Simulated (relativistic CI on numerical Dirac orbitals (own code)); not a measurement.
# Electric-dipole transitions in Cu20+

Calculated at this level of theory: Dirac-Coulomb-Breit CI, orbitals from a KLI potential per configuration, model QED (radiative potential, 1s self-energy scaled to tabulated hydrogen-like ionisation energies), unscaled Slater integrals (own radial code, finite nucleus).

Configurations in the expansion (outside the closed core 1s2): 2s2 2p5, 2s 2p6, 2p6 3s, 2p6 3p, 2s2 2p4 3s, 2p6 3d, 2s2 2p4 3p, 2s2 2p4 3d, 2s 2p5 3s, 2s 2p5 3p, 2s 2p5 3d, 2s2 2p4 4s, 2s2 2p4 4p, 2s2 2p4 4d, 2s2 2p4 4f, 2s 2p5 4s. Levels of other configurations are missing.

| λ vac (Å) | Lower | Upper | A (s⁻¹) | E lower (Ry) | E upper (Ry) |
| --- | --- | --- | --- | --- | --- |
| 10.814 | 2s2 2p5 2P°_1/2 [2] | 2s2 2p4 3d 2D_3/2 [62] | 2.80e+13 | 1.537 | 85.806 |
| 10.843 | 2s 2p6 2S_1/2 [3] | 2s 2p5 3d 2P°_1/2 [106] | 3.85e+13 | 11.736 | 95.778 |
| 10.851 | 2s2 2p5 2P°_3/2 [1] | 2s2 2p4 3d 2D_5/2 [56] | 3.36e+13 | 0.000 | 83.979 |
| 10.862 | 2s2 2p5 2P°_3/2 [1] | 2s2 2p4 3d 2P_3/2 [55] | 3.11e+13 | 0.000 | 83.893 |
| 10.862 | 2s 2p6 2S_1/2 [3] | 2s 2p5 3d 2P°_3/2 [105] | 2.11e+13 | 11.736 | 95.628 |
| 10.892 | 2s2 2p5 2P°_3/2 [1] | 2s2 2p4 3d 2S_1/2 [53] | 2.56e+13 | 0.000 | 83.665 |
| 10.971 | 2s2 2p5 2P°_3/2 [1] | 2s2 2p4 3d 2D_5/2 [49] | 1.22e+13 | 0.000 | 83.058 |
| 10.996 | 2s2 2p5 2P°_1/2 [2] | 2s2 2p4 3d 2P_1/2 [58] | 3.95e+13 | 1.537 | 84.408 |
| 11.011 | 2s2 2p5 2P°_1/2 [2] | 2s2 2p4 3d 2D_3/2 [57] | 2.27e+13 | 1.537 | 84.301 |
| 11.112 | 2s 2p6 2S_1/2 [3] | 2s 2p5 3d 2P°_3/2 [102] | 2.46e+13 | 11.736 | 93.745 |
| 11.119 | 2s2 2p5 2P°_3/2 [1] | 2s2 2p4 3d 2F_5/2 [39] | 1.02e+13 | 0.000 | 81.954 |
| 35.104 | 2s2 2p4 3p 4D°_7/2 [15] | 2s2 2p4 4d 4F_9/2 [132] | 1.34e+12 | 77.819 | 103.778 |
| 38.926 | 2s2 2p4 3d 4D_5/2 [31] | 2s2 2p4 4f 4F°_7/2 [141] | 1.84e+12 | 81.051 | 104.461 |
| 38.954 | 2s2 2p4 3d 4D_7/2 [32] | 2s2 2p4 4f 4F°_9/2 [142] | 2.39e+12 | 81.072 | 104.465 |
| 39.178 | 2s2 2p4 3d 2G_7/2 [50] | 2s2 2p4 4f 2H°_9/2 [185] | 2.79e+12 | 83.363 | 106.623 |
| 39.231 | 2s2 2p4 3d 4F_7/2 [45] | 2s2 2p4 4f 4G°_9/2 [172] | 2.86e+12 | 82.628 | 105.856 |
| 39.231 | 2s2 2p4 3d 2G_9/2 [51] | 2s2 2p4 4f 2H°_11/2 [187] | 2.93e+12 | 83.406 | 106.634 |
| 39.307 | 2s2 2p4 3d 4F_9/2 [35] | 2s2 2p4 4f 4G°_11/2 [146] | 2.92e+12 | 81.306 | 104.489 |
| 39.502 | 2s2 2p4 3d 2F_7/2 [36] | 2s2 2p4 4f 2G°_9/2 [144] | 2.86e+12 | 81.416 | 104.485 |
| 39.742 | 2s2 2p4 3d 2F_7/2 [54] | 2s2 2p4 4f 2G°_9/2 [194] | 2.40e+12 | 83.786 | 106.716 |

Terms are leading LS components. Brackets give the number of a level in order of energy, since labels repeat. The list gives strong lines, with weight on those to low levels, without lines whose two gauges differ by over a factor of 2.5, among the lowest 200 of 207 levels, so that lines to higher ones, which can be the strongest, are missing. Levels whose partners in the same complex of configurations lie outside the list can be far off, and so can their lines. Rates are taken at the computed energies, electric ones in the length gauge.

At this charge energies of transitions that change n are usually good to better than 1 %, and those within a shell (Δn = 0) to a few per cent.

LS names give the leading component of a level, which can be under half, so a name can repeat, a term be missing and a line seem to break the LS rules.
